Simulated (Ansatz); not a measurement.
A short molecular-dynamics run on CH7BOSi, SMILES `B[SiH](C)O`.

```yaml
crystal:
  periodic: [false, false, false]
  atoms:
    - {symbol: B, position_ang: [-0.483633, 1.648992, 0.875571]}
    - {symbol: Si, position_ang: [0.411376, -0.064783, 0.347880]}
    - {symbol: C, position_ang: [-0.155958, -0.652789, -1.340250]}
    - {symbol: O, position_ang: [0.133771, -1.213682, 1.510989]}
    - {symbol: H, position_ang: [-1.083403, 1.796768, 1.899041]}
    - {symbol: H, position_ang: [-0.412629, 2.594186, 0.142302]}
    - {symbol: H, position_ang: [1.883678, 0.209956, 0.251310]}
    - {symbol: H, position_ang: [0.057405, 0.105878, -2.097962]}
    - {symbol: H, position_ang: [-1.229329, -0.855861, -1.351892]}
    - {symbol: H, position_ang: [0.364901, -1.569779, -1.628924]}
    - {symbol: H, position_ang: [0.579122, -2.055986, 1.412536]}
basis:
  gaussian: {orbitals: "6-31G*"}
hamiltonian: {xc: {name: r2SCAN}}
md: {timestep: 2 fs, n_steps: 50, ensemble: nvt_nose_hoover, temperature: 500, initial_velocities: maxwell_boltzmann, seed: 404}
```

```sh
$ ansatz run in.yaml --threads 2 --pin off --events-out ev --progress --plain --max-ram 4352MiB
```

```json
{"step": "0", "time (fs)": "0.0", "potential energy (eV)": "-11748.4621", "kinetic (eV)": "0.5817", "T (K)": "500", "conserved (eV)": "-11747.8805"}
{"step": "1", "time (fs)": "2.0", "potential energy (eV)": "-11748.3086", "kinetic (eV)": "0.4576", "T (K)": "393", "conserved (eV)": "-11747.8510"}
{"step": "2", "time (fs)": "4.0", "potential energy (eV)": "-11748.2156", "kinetic (eV)": "0.3598", "T (K)": "309", "conserved (eV)": "-11747.8559"}
{"step": "3", "time (fs)": "6.0", "potential energy (eV)": "-11748.1651", "kinetic (eV)": "0.3007", "T (K)": "259", "conserved (eV)": "-11747.8646"}
{"step": "4", "time (fs)": "8.0", "potential energy (eV)": "-11748.0562", "kinetic (eV)": "0.2154", "T (K)": "185", "conserved (eV)": "-11747.8412"}
{"step": "5", "time (fs)": "10.0", "potential energy (eV)": "-11748.1279", "kinetic (eV)": "0.2658", "T (K)": "229", "conserved (eV)": "-11747.8628"}
{"step": "6", "time (fs)": "12.0", "potential energy (eV)": "-11748.1479", "kinetic (eV)": "0.2907", "T (K)": "250", "conserved (eV)": "-11747.8585"}
{"step": "7", "time (fs)": "14.0", "potential energy (eV)": "-11748.1363", "kinetic (eV)": "0.2846", "T (K)": "245", "conserved (eV)": "-11747.8536"}
{"step": "8", "time (fs)": "16.0", "potential energy (eV)": "-11748.1654", "kinetic (eV)": "0.3073", "T (K)": "264", "conserved (eV)": "-11747.8609"}
{"step": "9", "time (fs)": "18.0", "potential energy (eV)": "-11748.1661", "kinetic (eV)": "0.3167", "T (K)": "272", "conserved (eV)": "-11747.8530"}
{"step": "10", "time (fs)": "20.0", "potential energy (eV)": "-11748.1886", "kinetic (eV)": "0.3336", "T (K)": "287", "conserved (eV)": "-11747.8598"}
{"step": "11", "time (fs)": "22.0", "potential energy (eV)": "-11748.1933", "kinetic (eV)": "0.3472", "T (K)": "298", "conserved (eV)": "-11747.8521"}
{"step": "12", "time (fs)": "24.0", "potential energy (eV)": "-11748.2356", "kinetic (eV)": "0.3770", "T (K)": "324", "conserved (eV)": "-11747.8661"}
{"step": "13", "time (fs)": "26.0", "potential energy (eV)": "-11748.1507", "kinetic (eV)": "0.3059", "T (K)": "263", "conserved (eV)": "-11747.8538"}
{"step": "14", "time (fs)": "28.0", "potential energy (eV)": "-11748.0984", "kinetic (eV)": "0.2633", "T (K)": "226", "conserved (eV)": "-11747.8455"}
{"step": "15", "time (fs)": "30.0", "potential energy (eV)": "-11748.1600", "kinetic (eV)": "0.3037", "T (K)": "261", "conserved (eV)": "-11747.8681"}
{"step": "16", "time (fs)": "32.0", "potential energy (eV)": "-11748.0883", "kinetic (eV)": "0.2540", "T (K)": "218", "conserved (eV)": "-11747.8477"}
{"step": "17", "time (fs)": "34.0", "potential energy (eV)": "-11748.1049", "kinetic (eV)": "0.2644", "T (K)": "227", "conserved (eV)": "-11747.8555"}
{"step": "18", "time (fs)": "36.0", "potential energy (eV)": "-11748.1203", "kinetic (eV)": "0.2717", "T (K)": "234", "conserved (eV)": "-11747.8654"}
{"step": "19", "time (fs)": "38.0", "potential energy (eV)": "-11748.0373", "kinetic (eV)": "0.2152", "T (K)": "185", "conserved (eV)": "-11747.8406"}
{"step": "20", "time (fs)": "40.0", "potential energy (eV)": "-11748.1055", "kinetic (eV)": "0.2584", "T (K)": "222", "conserved (eV)": "-11747.8674"}
{"step": "21", "time (fs)": "42.0", "potential energy (eV)": "-11748.0805", "kinetic (eV)": "0.2510", "T (K)": "216", "conserved (eV)": "-11747.8518"}
{"step": "22", "time (fs)": "44.0", "potential energy (eV)": "-11748.0825", "kinetic (eV)": "0.2495", "T (K)": "214", "conserved (eV)": "-11747.8576"}
{"step": "23", "time (fs)": "46.0", "potential energy (eV)": "-11748.0778", "kinetic (eV)": "0.2496", "T (K)": "215", "conserved (eV)": "-11747.8550"}
{"step": "24", "time (fs)": "48.0", "potential energy (eV)": "-11748.0768", "kinetic (eV)": "0.2514", "T (K)": "216", "conserved (eV)": "-11747.8547"}
{"step": "25", "time (fs)": "50.0", "potential energy (eV)": "-11748.0827", "kinetic (eV)": "0.2555", "T (K)": "220", "conserved (eV)": "-11747.8591"}
{"step": "26", "time (fs)": "52.0", "potential energy (eV)": "-11748.0943", "kinetic (eV)": "0.2829", "T (K)": "243", "conserved (eV)": "-11747.8461"}
{"step": "27", "time (fs)": "54.0", "potential energy (eV)": "-11748.2218", "kinetic (eV)": "0.3924", "T (K)": "337", "conserved (eV)": "-11747.8678"}
{"step": "28", "time (fs)": "56.0", "potential energy (eV)": "-11748.1933", "kinetic (eV)": "0.3760", "T (K)": "323", "conserved (eV)": "-11747.8601"}
{"step": "29", "time (fs)": "58.0", "potential energy (eV)": "-11748.1127", "kinetic (eV)": "0.3179", "T (K)": "273", "conserved (eV)": "-11747.8417"}
{"step": "30", "time (fs)": "60.0", "potential energy (eV)": "-11748.1738", "kinetic (eV)": "0.3539", "T (K)": "304", "conserved (eV)": "-11747.8709"}
{"step": "31", "time (fs)": "62.0", "potential energy (eV)": "-11748.0690", "kinetic (eV)": "0.2830", "T (K)": "243", "conserved (eV)": "-11747.8410"}
{"step": "32", "time (fs)": "64.0", "potential energy (eV)": "-11748.1019", "kinetic (eV)": "0.3019", "T (K)": "260", "conserved (eV)": "-11747.8588"}
{"step": "33", "time (fs)": "66.0", "potential energy (eV)": "-11748.1210", "kinetic (eV)": "0.3207", "T (K)": "276", "conserved (eV)": "-11747.8632"}
{"step": "34", "time (fs)": "68.0", "potential energy (eV)": "-11748.0383", "kinetic (eV)": "0.2618", "T (K)": "225", "conserved (eV)": "-11747.8434"}
{"step": "35", "time (fs)": "70.0", "potential energy (eV)": "-11748.0800", "kinetic (eV)": "0.2922", "T (K)": "251", "conserved (eV)": "-11747.8586"}
{"step": "36", "time (fs)": "72.0", "potential energy (eV)": "-11748.0743", "kinetic (eV)": "0.2982", "T (K)": "256", "conserved (eV)": "-11747.8512"}
{"step": "37", "time (fs)": "74.0", "potential energy (eV)": "-11748.0949", "kinetic (eV)": "0.3209", "T (K)": "276", "conserved (eV)": "-11747.8538"}
{"step": "38", "time (fs)": "76.0", "potential energy (eV)": "-11748.1517", "kinetic (eV)": "0.3782", "T (K)": "325", "conserved (eV)": "-11747.8586"}
{"step": "39", "time (fs)": "78.0", "potential energy (eV)": "-11748.1764", "kinetic (eV)": "0.4175", "T (K)": "359", "conserved (eV)": "-11747.8501"}
{"step": "40", "time (fs)": "80.0", "potential energy (eV)": "-11748.2095", "kinetic (eV)": "0.4446", "T (K)": "382", "conserved (eV)": "-11747.8629"}
{"step": "41", "time (fs)": "82.0", "potential energy (eV)": "-11748.1399", "kinetic (eV)": "0.4053", "T (K)": "348", "conserved (eV)": "-11747.8393"}
{"step": "42", "time (fs)": "84.0", "potential energy (eV)": "-11748.2332", "kinetic (eV)": "0.4839", "T (K)": "416", "conserved (eV)": "-11747.8610"}
{"step": "43", "time (fs)": "86.0", "potential energy (eV)": "-11748.2403", "kinetic (eV)": "0.5006", "T (K)": "430", "conserved (eV)": "-11747.8592"}
{"step": "44", "time (fs)": "88.0", "potential energy (eV)": "-11748.1535", "kinetic (eV)": "0.4402", "T (K)": "378", "conserved (eV)": "-11747.8401"}
{"step": "45", "time (fs)": "90.0", "potential energy (eV)": "-11748.1933", "kinetic (eV)": "0.4624", "T (K)": "397", "conserved (eV)": "-11747.8649"}
{"step": "46", "time (fs)": "92.0", "potential energy (eV)": "-11748.0865", "kinetic (eV)": "0.3833", "T (K)": "330", "conserved (eV)": "-11747.8437"}
{"step": "47", "time (fs)": "94.0", "potential energy (eV)": "-11748.0779", "kinetic (eV)": "0.3810", "T (K)": "328", "conserved (eV)": "-11747.8434"}
{"step": "48", "time (fs)": "96.0", "potential energy (eV)": "-11748.1608", "kinetic (eV)": "0.4522", "T (K)": "389", "conserved (eV)": "-11747.8618"}
{"step": "49", "time (fs)": "98.0", "potential energy (eV)": "-11748.1209", "kinetic (eV)": "0.4386", "T (K)": "377", "conserved (eV)": "-11747.8423"}
{"step": "50", "time (fs)": "100.0", "potential energy (eV)": "-11748.1751", "kinetic (eV)": "0.4811", "T (K)": "414", "conserved (eV)": "-11747.8611"}
```

Velocities are drawn at the set temperature; a run this short doesn't reach equilibrium.

Frames (Å, forces in eV/Å):

```xyz
11
time=0.0 fs
B    -0.484    1.649    0.876    0.035   -0.051   -0.039
Si    0.411   -0.065    0.348    0.090    0.290   -0.087
C    -0.156   -0.653   -1.340    0.017    0.040   -0.023
O     0.134   -1.214    1.511   -0.324    0.022    0.476
H    -1.083    1.797    1.899   -0.040    0.023    0.059
H    -0.413    2.594    0.142   -0.009    0.073   -0.031
H     1.884    0.210    0.251    0.097    0.052   -0.045
H     0.057    0.106   -2.098    0.015    0.078   -0.129
H    -1.229   -0.856   -1.352   -0.132   -0.038   -0.027
H     0.365   -1.570   -1.629    0.044   -0.125   -0.076
H     0.579   -2.056    1.413    0.207   -0.364   -0.078
11
time=6.0 fs
B    -0.494    1.665    0.892   -0.015   -0.221   -0.479
Si    0.422   -0.066    0.359    0.378    1.109   -0.520
C    -0.165   -0.650   -1.323    1.111    0.074   -1.457
O     0.114   -1.220    1.500    0.214   -0.416    0.329
H    -1.064    1.850    1.952    0.273    0.108   -0.484
H    -0.529    2.453   -0.038   -0.106    0.111    0.612
H     1.946    0.058    0.154   -0.548    0.144    0.251
H     0.127    0.013   -2.172   -0.132    0.249    0.693
H    -1.241   -0.748   -1.412   -0.356   -0.508    0.047
H     0.396   -1.567   -1.646   -0.823    0.132    0.579
H     0.779   -1.886    1.295    0.003   -0.782    0.431
11
time=12.0 fs
B    -0.499    1.671    0.890    0.131   -0.480   -0.604
Si    0.434   -0.056    0.364   -1.132    0.248   -0.263
C    -0.161   -0.643   -1.335   -1.768    0.211    0.307
O     0.104   -1.242    1.494    1.307   -0.765   -0.081
H    -1.006    1.943    1.935    0.085    0.030    0.082
H    -0.683    2.369   -0.063   -0.031    0.441    0.098
H     1.885   -0.041    0.129    0.673    0.369    0.161
H     0.176    0.038   -2.106    0.166    0.281   -0.430
H    -1.284   -0.769   -1.453    1.109    0.292    0.263
H     0.250   -1.620   -1.530    0.415   -0.598   -0.175
H     0.879   -1.839    1.339   -0.956   -0.028    0.642
11
time=18.0 fs
B    -0.503    1.664    0.867   -0.423    0.674    0.128
Si    0.437   -0.043    0.365    0.112   -1.154   -0.170
C    -0.173   -0.636   -1.346    1.586   -0.285    0.734
O     0.111   -1.271    1.488    0.703   -0.118    0.043
H    -0.912    2.054    1.951    0.332   -0.445   -0.342
H    -0.836    2.408   -0.034    0.255   -0.165    0.100
H     1.957   -0.018    0.169   -0.465    0.414    0.183
H     0.242    0.078   -2.088   -0.183   -0.736   -0.070
H    -1.220   -0.729   -1.439   -1.605    0.364   -0.135
H     0.163   -1.702   -1.436    0.334    0.907   -0.395
H     0.835   -1.932    1.565   -0.646    0.544   -0.074
11
time=24.0 fs
B    -0.513    1.671    0.840   -0.031    0.124    0.374
Si    0.438   -0.042    0.365   -0.177   -1.259    0.227
C    -0.178   -0.630   -1.336   -0.507    0.482    0.211
O     0.124   -1.296    1.482   -0.899    1.496   -0.565
H    -0.759    2.054    1.948    0.061   -0.177    0.153
H    -0.922    2.424    0.007    0.115   -0.011   -0.325
H     1.929    0.140    0.264   -0.047    0.202   -0.004
H     0.279   -0.041   -2.143   -0.150    0.185    0.042
H    -1.305   -0.567   -1.432    1.169   -0.304    0.039
H     0.197   -1.643   -1.470   -0.321   -0.409   -0.113
H     0.712   -1.975    1.783    0.787   -0.329   -0.040
11
time=30.0 fs
B    -0.525    1.683    0.822    0.292   -0.312    0.726
Si    0.438   -0.057    0.367   -0.531   -0.205    0.301
C    -0.176   -0.619   -1.321    0.706   -0.265   -0.456
O     0.129   -1.302    1.470   -0.916    1.276   -0.718
H    -0.573    2.002    2.002   -0.176    0.100   -0.557
H    -0.960    2.423   -0.028    0.088   -0.074    0.195
H     1.879    0.368    0.363    0.119   -0.179   -0.083
H     0.271   -0.111   -2.178    0.175    0.662    0.087
H    -1.252   -0.470   -1.427   -0.179   -0.333    0.113
H     0.125   -1.650   -1.533   -0.462   -0.351    0.261
H     0.681   -1.936    1.902    0.883   -0.318    0.131
11
time=36.0 fs
B    -0.526    1.681    0.818    0.535   -0.746    0.245
Si    0.432   -0.073    0.372   -0.282    1.266   -0.104
C    -0.155   -0.615   -1.320    0.212   -1.025   -0.898
O     0.125   -1.293    1.452    0.292   -0.559    0.634
H    -0.461    2.006    1.973   -0.273    0.312   -0.044
H    -0.976    2.410   -0.023   -0.009    0.075    0.123
H     1.854    0.530    0.432   -0.309   -0.640   -0.140
H     0.292   -0.017   -2.151   -0.141   -0.519    0.452
H    -1.231   -0.469   -1.387   -0.362    0.416    0.153
H    -0.091   -1.721   -1.523    0.579    0.884    0.050
H     0.784   -1.818    1.944   -0.244    0.536   -0.471
11
time=42.0 fs
B    -0.512    1.657    0.821    0.217    0.312    0.618
Si    0.420   -0.075    0.376   -1.122    1.049   -0.807
C    -0.138   -0.630   -1.332   -1.828    1.154    1.357
O     0.120   -1.291    1.441    1.147   -1.046    1.288
H    -0.428    2.119    1.949   -0.148   -0.227   -0.318
H    -0.992    2.414    0.019   -0.001   -0.105   -0.087
H     1.776    0.502    0.458    0.789   -0.216   -0.056
H     0.316   -0.005   -2.076    0.322    0.146   -0.862
H    -1.244   -0.363   -1.296    1.048   -0.193   -0.296
H    -0.130   -1.675   -1.520    0.539   -1.109   -0.440
H     0.924   -1.610    1.919   -0.964    0.236   -0.397
11
time=48.0 fs
B    -0.491    1.640    0.834   -0.197    1.094    0.292
Si    0.398   -0.065    0.371    0.642    0.232   -0.523
C    -0.144   -0.631   -1.327    2.080   -0.364   -0.785
O     0.126   -1.302    1.447    0.301   -0.152    0.302
H    -0.439    2.185    1.911    0.030   -0.384    0.051
H    -1.008    2.383    0.037    0.018   -0.226   -0.189
H     1.877    0.372    0.461   -0.432   -0.279   -0.100
H     0.370   -0.046   -2.133   -0.311   -0.246    0.552
H    -1.143   -0.284   -1.302   -1.653   -0.189   -0.561
H    -0.008   -1.716   -1.595   -0.447    0.937    0.485
H     0.968   -1.421    1.901   -0.029   -0.421    0.475
11
time=54.0 fs
B    -0.476    1.652    0.852   -0.249    0.809    0.266
Si    0.381   -0.052    0.359    0.789   -1.054    0.362
C    -0.132   -0.623   -1.329   -1.474    0.523   -0.678
O     0.141   -1.318    1.463   -0.705    0.412   -0.725
H    -0.446    2.166    1.945   -0.011   -0.206   -0.148
H    -1.022    2.291   -0.005   -0.031    0.103   -0.003
H     1.885    0.164    0.428   -0.181    0.221   -0.196
H     0.390   -0.093   -2.125    0.213    0.422   -0.079
H    -1.230   -0.353   -1.479    1.097   -0.542    0.099
H     0.019   -1.672   -1.570   -0.103   -0.385    0.309
H     0.930   -1.354    1.991    0.654   -0.300    0.791
11
time=60.0 fs
B    -0.468    1.685    0.871   -0.186   -0.017   -0.011
Si    0.373   -0.051    0.352    0.249   -1.172    0.865
C    -0.140   -0.606   -1.351   -0.236   -0.629   -0.281
O     0.158   -1.328    1.476   -0.156    0.385   -0.219
H    -0.454    2.119    1.997   -0.100    0.116   -0.315
H    -1.044    2.226   -0.043    0.066    0.326    0.394
H     1.853    0.023    0.326    0.434    0.502   -0.237
H     0.447   -0.052   -2.095    0.082   -0.198   -0.026
H    -1.178   -0.550   -1.665   -0.506    0.607    0.271
H     0.022   -1.686   -1.445    0.663   -0.037   -0.090
H     0.849   -1.364    2.163   -0.312    0.117   -0.352
11
time=66.0 fs
B    -0.465    1.716    0.886    0.036   -0.633    0.445
Si    0.369   -0.064    0.355    0.892   -0.176    0.229
C    -0.160   -0.608   -1.384    1.380   -1.140    0.572
O     0.169   -1.329    1.479    0.114    0.235    0.194
H    -0.493    2.125    2.024    0.016    0.088   -0.303
H    -1.054    2.278    0.020   -0.041    0.435   -0.071
H     1.908    0.041    0.153   -0.698    0.271    0.130
H     0.528   -0.059   -2.070   -0.556   -0.332    0.221
H    -1.186   -0.586   -1.744   -0.175    0.128    0.148
H     0.202   -1.682   -1.336   -0.451    0.838   -0.568
H     0.717   -1.342    2.301   -0.517    0.286   -0.997
11
time=72.0 fs
B    -0.464    1.728    0.904   -0.389    0.068    0.120
Si    0.374   -0.079    0.360   -0.767    0.720   -0.582
C    -0.157   -0.633   -1.397   -0.929    0.687    1.210
O     0.173   -1.324    1.471   -0.033    0.021   -0.228
H    -0.524    2.183    2.030    0.191   -0.264   -0.195
H    -1.048    2.446    0.103    0.423   -0.371    0.109
H     1.796    0.155    0.017    0.546    0.124    0.348
H     0.503   -0.101   -2.052    0.234    0.911   -0.654
H    -1.218   -0.574   -1.756    0.964   -0.332    0.445
H     0.290   -1.595   -1.402   -0.182   -1.726   -0.365
H     0.570   -1.234    2.351   -0.056    0.161   -0.208
11
time=78.0 fs
B    -0.470    1.736    0.923    0.247   -0.462    0.354
Si    0.372   -0.086    0.358   -0.361    1.195   -1.168
C    -0.140   -0.657   -1.384    1.903   -0.949   -0.481
O     0.175   -1.318    1.458   -0.063   -0.306   -0.802
H    -0.498    2.187    2.043    0.143   -0.367    0.074
H    -0.937    2.536    0.179   -0.025   -0.016   -0.557
H     1.800    0.310    0.004   -0.047   -0.166    0.588
H     0.425    0.009   -2.105   -0.498   -0.622    0.673
H    -1.161   -0.642   -1.686   -1.193    0.137    0.010
H     0.220   -1.731   -1.588   -0.291    1.388    0.347
H     0.414   -1.077    2.345    0.185    0.168    0.962
11
time=84.0 fs
B    -0.471    1.730    0.945    0.421   -0.092   -0.134
Si    0.365   -0.079    0.343    0.060    0.783   -0.571
C    -0.106   -0.696   -1.374   -2.236    0.836    0.357
O     0.181   -1.314    1.447    0.122    0.170    0.409
H    -0.435    2.099    2.117   -0.130   -0.267   -0.562
H    -0.800    2.582    0.128    0.077   -0.422    0.369
H     1.813    0.421    0.173   -0.331   -0.233    0.254
H     0.266    0.044   -2.066    0.405    0.257   -0.532
H    -1.224   -0.676   -1.535    0.740    0.213    0.412
H     0.122   -1.680   -1.717    0.926   -0.923    0.023
H     0.237   -0.939    2.343   -0.055   -0.323   -0.023
11
time=90.0 fs
B    -0.458    1.713    0.956    0.703   -1.287   -0.405
Si    0.358   -0.062    0.321   -0.114   -0.039    0.676
C    -0.109   -0.723   -1.367    0.013    0.848   -0.219
O     0.189   -1.306    1.444   -0.335    0.620    0.969
H    -0.405    1.943    2.127   -0.229    0.219    0.093
H    -0.658    2.543    0.146   -0.262    0.611   -0.112
H     1.751    0.468    0.432    0.423    0.121   -0.260
H     0.180    0.061   -2.099   -0.124   -0.300    0.118
H    -1.202   -0.659   -1.278   -0.067   -0.497   -0.515
H     0.239   -1.699   -1.758   -0.208    0.377    0.566
H     0.026   -0.895    2.333    0.199   -0.675   -0.910
11
time=96.0 fs
B    -0.425    1.663    0.950    0.095    0.687   -0.061
Si    0.351   -0.044    0.306    0.802   -0.128    1.519
C    -0.119   -0.724   -1.358    1.009    0.206   -0.237
O     0.194   -1.292    1.444   -0.350    0.174   -0.150
H    -0.444    1.859    2.167   -0.150   -0.015   -0.683
H    -0.575    2.625    0.192    0.006   -0.477    0.578
H     1.770    0.534    0.606   -0.390   -0.139   -0.676
H     0.069    0.029   -2.148   -0.150   -0.298    0.180
H    -1.187   -0.791   -1.182   -0.490   -0.501   -0.533
H     0.357   -1.694   -1.648   -0.562    0.641    0.323
H    -0.172   -0.964    2.284    0.180   -0.149   -0.260
11
time=100.0 fs
B    -0.398    1.634    0.947   -0.220    0.877   -1.568
Si    0.350   -0.033    0.306    0.239   -0.353    1.285
C    -0.122   -0.714   -1.348   -0.185   -0.472   -0.307
O     0.194   -1.281    1.440   -0.124   -0.077   -0.417
H    -0.507    1.801    2.070   -0.205    0.177    1.711
H    -0.530    2.649    0.292    0.062   -0.329    0.029
H     1.733    0.561    0.605    0.005   -0.134   -0.640
H    -0.021   -0.001   -2.192    0.061   -0.440    0.326
H    -1.193   -0.980   -1.230    0.270    0.222   -0.167
H     0.380   -1.682   -1.542    0.029    0.480   -0.193
H    -0.283   -1.028    2.242    0.069    0.048   -0.059
```

Run time 7.3 min (2 threads of an AMD EPYC on a shared host); peak host memory 0.15 GiB.
